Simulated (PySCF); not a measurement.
Er (erbium, neutral) across methods

[Xe] 4f13 6s1, high-spin 3F determinant (an excited configuration). Computed with PySCF 2.14 in x2c-TZVPPall, with scalar relativity by spin-free X2C-1e.

```csv
method,E (hartree),mean ε 6s α (eV),mean ε 4f α (eV),mean ε 4f β (eV),Σ⟨r²⟩ (bohr²),⟨S²⟩
LDA,-13076.83,-2.863,4.396,5.222,65.38,2.001
UHF,-13080.84023,-4.164,-4.693,-3.350,69.67,2.005
PBE,-13085.76,-2.677,4.689,5.485,66.08,2.001
PBE0,-13085.51,-3.198,1.987,2.816,67.51,2.043
```

**Question.** Estimate the same row for r2SCAN.

**Answer.** E (hartree) = -13085.88; mean ε 6s α (eV) = -2.758; mean ε 4f α (eV) = 4.823; mean ε 4f β (eV) = 5.683; Σ⟨r²⟩ (bohr²) = 66.91; ⟨S²⟩ = 2.006.

Spin-orbit coupling, absent here, splits the open shell strongly.

The highest occupied level is positive at r2SCAN, LDA, PBE, PBE0: only the finite basis holds that electron, which in a density functional comes from self-interaction.
